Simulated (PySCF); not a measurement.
Radial density of Mg(2+) (magnesium, charge +2)

BP86, [Ne], closed-shell 1S. Calculation: PySCF 2.14, in dyall-acv3z (20s13p7d4f, 122 functions); no relativity, point nucleus.

```json
{"r (bohr)": "0.00265", "4πr²ρ (e/bohr)": "0.09077"}
{"r (bohr)": "0.00446", "4πr²ρ (e/bohr)": "0.2459"}
{"r (bohr)": "0.00750", "4πr²ρ (e/bohr)": "0.6466"}
{"r (bohr)": "0.0126", "4πr²ρ (e/bohr)": "1.618"}
{"r (bohr)": "0.0212", "4πr²ρ (e/bohr)": "3.724"}
{"r (bohr)": "0.0357", "4πr²ρ (e/bohr)": "7.456"}
{"r (bohr)": "0.0601", "4πr²ρ (e/bohr)": "11.86"}
{"r (bohr)": "0.101", "4πr²ρ (e/bohr)": "13.06"}
{"r (bohr)": "0.170", "4πr²ρ (e/bohr)": "9.111"}
{"r (bohr)": "0.286", "4πr²ρ (e/bohr)": "7.895"}
{"r (bohr)": "0.481", "4πr²ρ (e/bohr)": "11.00"}
{"r (bohr)": "0.809", "4πr²ρ (e/bohr)": "7.149"}
{"r (bohr)": "1.36", "4πr²ρ (e/bohr)": "1.363"}
{"r (bohr)": "2.29", "4πr²ρ (e/bohr)": "0.04523"}
{"r (bohr)": "3.85", "4πr²ρ (e/bohr)": "0.0001311"}
```
